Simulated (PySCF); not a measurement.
Species: C3H9NSi.
Bonds: C1–C2, C2–C3, C2–N4 (double), N4–Si5. Hydrogens: H6, H7, H8 on C1; H9, H10, H11 on C3; H12, H13, H14 on Si5.

Method: PySCF 2.14.0, PBE0-D3(BJ)/def2-SVP geometry optimisation, gas phase; density fitting, grid level 1; the optimiser is geomeTRIC in internal coordinates, started from a GFN2-xTB structure with every atom displaced at random (about 0.01 Å).

At the end of the run (lengths in Å): N4–Si5 1.736, Si5–H13 1.505, C3–H9 1.102, Si5–H12 1.493, C1–H8 1.097, Si5–H14 1.493, C2=N4 1.269, C2–N4–Si5 133.9°, C1–C2–N4 125.7°, C1–C2–C3 114.7°, C3–C2–N4 119.5°, C1–C2–N4–Si5 0°, H12–Si5–N4–C2 118°, H6–C1–C2–C3 -51°.

Task: These geometries were met on the way; a selection of coordinates is given. Order them by energy above the end point, lowest first.
A. N4–Si5 1.739, Si5–H13 1.512, C3–H9 1.113, Si5–H12 1.493, C1–H8 1.106, Si5–H14 1.494, C2=N4 1.268, C2–N4–Si5 133.1°, C1–C2–N4 127.0°, C1–C2–C3 114.3°, C3–C2–N4 118.6°, C1–C2–N4–Si5 -12°, H12–Si5–N4–C2 135°, H6–C1–C2–C3 -41°
B. N4–Si5 1.737, Si5–H13 1.506, C3–H9 1.105, Si5–H12 1.492, C1–H8 1.099, Si5–H14 1.494, C2=N4 1.269, C2–N4–Si5 133.0°, C1–C2–N4 125.2°, C1–C2–C3 115.7°, C3–C2–N4 119.0°, C1–C2–N4–Si5 -6°, H12–Si5–N4–C2 134°, H6–C1–C2–C3 -41°
C. N4–Si5 1.736, Si5–H13 1.506, C3–H9 1.103, Si5–H12 1.493, C1–H8 1.098, Si5–H14 1.493, C2=N4 1.268, C2–N4–Si5 134.3°, C1–C2–N4 125.6°, C1–C2–C3 114.9°, C3–C2–N4 119.5°, C1–C2–N4–Si5 -2°, H12–Si5–N4–C2 123°, H6–C1–C2–C3 -47°
D. N4–Si5 1.684, Si5–H13 1.456, C3–H9 1.056, Si5–H12 1.449, C1–H8 1.060, Si5–H14 1.469, C2=N4 1.292, C2–N4–Si5 137.7°, C1–C2–N4 124.4°, C1–C2–C3 115.8°, C3–C2–N4 119.8°, C1–C2–N4–Si5 1°, H12–Si5–N4–C2 119°, H6–C1–C2–C3 -43°

Result: C (0.002 eV), B (0.015 eV), A (0.034 eV), D (0.241 eV).

```tsv
step	E above end (eV)	rms distance from the end, all atoms (Å)	largest force (eV/Å)	rms shift of all bonds from the end (Å)
7	0.002	0.043	0.069	0.001
2	0.015	0.136	0.151	0.001
1	0.034	0.106	0.432	0.005
0	0.241	0.097	3.238	0.030
```

Rows stand in the order of the answer.
